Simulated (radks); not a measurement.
The numbers below are computed, except where a source is named.
Problem. Level of theory: scalar-relativistic Kohn-Sham, LDA (Slater exchange, Perdew-Wang correlation), spin-polarised, spherical densities, finite nucleus; open shells are filled with parallel spins first; Fermi nuclear charge, rms radius of each element as measured or else 0.836 A^(1/3) + 0.57 fm (a radial shooting solver on a logarithmic mesh with Libxc functionals). Each species is in its NIST ground configuration. Rank Li, Be, N, O, C, Ne, F, B by Delta-SCF ionisation energy (eV), largest first.

Solution. Ne 22.167, F 18.048, N 14.988, O 13.890, C 11.759, Be 9.030, B 8.573, Li 5.473.
